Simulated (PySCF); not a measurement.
# Mn₂: energy against distance

Set-up: Mn def2-TZVPP; no relativity (PySCF 2.14). Energies in eV from Mn (3d5 4s2) + Mn (3d5 4s2) in their ground configurations at the same level. State: Ms = 0 determinant of mixed spin (⟨S²⟩ near 5.0), paired orbitals spin-polarised.

```tsv
R (Å)	PBEsol	LDA
2.869	-0.6233	-0.7529
3.002	-0.5765	-0.6850
3.136	-0.5225	-0.6134
3.236	-0.4799	-0.5597
3.336	-0.4373	-0.5073
3.436	-0.3955	-0.4572
3.570	-0.3426	-0.3948
3.736	-0.2823	-0.3252
3.937	-0.2199	-0.2544
4.203	-0.1536	-0.1807
```

Closed-shell solutions of metal pairs were not tested for spin polarisation, which can lower them a little. ⟨S²⟩ of the unrestricted solution departs from its pure value on part of the curve, where spin states mix.
